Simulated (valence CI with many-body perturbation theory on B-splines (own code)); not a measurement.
## Pr+: one-electron terms

Calculated by relativistic CI+MBPT: four valence electrons over a frozen Dirac-Fock core [Xe], a basis of 8 s, 8 p, 9 d, 9 f, 6 g, 3 h, 2 i functions for each j, with the one-electron correlation potential Σ1 (screened to all orders), the two-electron term Σ2, the three-electron term Σ3, Breit, model QED; the open f shell's mean field enters the energy denominators; selected single and double excitations, second order for the rest, scaled by the run's own slope (own B-spline code, finite nucleus).

Against 19 measured levels this calculation errs by 1500 cm⁻¹ on average and by 2587 at most. These come from a selection out of the NIST Handbook of Basic Atomic Spectroscopic Data. Levels without a partner in it may be off by more, other configurations by several thousand cm⁻¹. Among the levels kept, up to 880 cm⁻¹ of a level comes from second order outside the variational space, and about a tenth of that is noise between levels of different J, which matters for small intervals.

These are the spectroscopic orbitals of the CI (the correlating ones are not listed), shaped by the core and the other valence electrons. h is the expectation value of the core's Dirac-Fock operator, without the valence repulsion; Σ1 is computed up to l = 3 at one energy for each symmetry, that of its lowest orbital but kept below the first core excitation, so for empty shells it is not the orbital's own correlation shift; Breit and QED include the response of the core.

```
Orbital  h (hartree)  Σ1 (cm⁻¹)  Breit (cm⁻¹)  QED (cm⁻¹)  ⟨r⟩ (bohr)
  6s1/2      -1.1522      -4415          11.5        28.0       4.169
  7s1/2     -0.56165       -714           1.9         4.8       9.007
  8s1/2       -0.357       -332           1.0         2.5       14.55
  6p1/2     -0.90633      -2192          12.1        -1.1       5.286
  7p1/2     -0.49703       -656           4.9        -0.4       10.24
  8p1/2     -0.32785       -334           2.8        -0.2       15.80
  6p3/2     -0.88359      -1961           4.8         0.0       5.423
  7p3/2      -0.4877       -595           2.0         0.0       10.43
  8p3/2     -0.32401       -309           1.3         0.0       15.94
  5d3/2      -1.4481      -9701         -47.5       -29.6       2.714
  6d3/2     -0.54523       -507          -2.1        -1.2       8.773
  7d3/2     -0.34755       -251          -1.1        -0.7       14.57
  5d5/2       -1.432      -9250         -81.5       -24.8       2.756
  6d5/2     -0.54184       -495          -3.6        -1.0       8.833
  7d5/2     -0.34616       -247          -1.9        -0.6       14.62
  4f5/2      -1.9051     -36406          -778        -146       1.191
  5f5/2     -0.47523       -328          -2.4        -0.4       9.515
  4f7/2      -1.8898     -35759          -934        -134       1.208
  5f7/2     -0.47377       -328          -3.0        -0.4       9.548
  5g7/2     -0.32387                      0.0         0.0       13.43
  5g9/2     -0.32387                      0.0         0.0       13.43
```

Among the shells of the start configuration 4f3 6s1, Σ1 is largest in size for 4f5/2, where it is 8.7 % of h.

Lowest root of each symmetry, sizes in configuration state functions:

```csv
J,Parity,Roots,Reference,Variational,Second order,Change by selected CI (cm⁻¹),Change by second order (cm⁻¹)
3,even,1,71,30263,1778900,-8768,-712
4,even,2,78,29670,2152251,-7407,-728
5,even,3,61,31008,2070422,-7492,-612
6,even,3,52,31790,2146374,-7000,-396
7,even,2,31,32653,1465599,-7088,-226
8,even,2,21,33935,1189632,-7191,-121
0,odd,2,15,27009,486886,-11046,-61
1,odd,4,43,34296,1526413,-9225,-184
2,odd,6,64,32110,2406297,-10205,-597
3,odd,7,75,31124,2817397,-9754,-673
4,odd,9,75,31535,3386439,-7528,-441
5,odd,11,66,30793,3153623,-7766,-406
6,odd,11,52,31125,2839396,-8097,-436
7,odd,10,37,32124,2278494,-8337,-251
8,odd,6,23,32898,1556251,-8521,-147
9,odd,3,12,33087,965551,-9042,-62
10,odd,2,5,26719,727002,-9032,-41
```
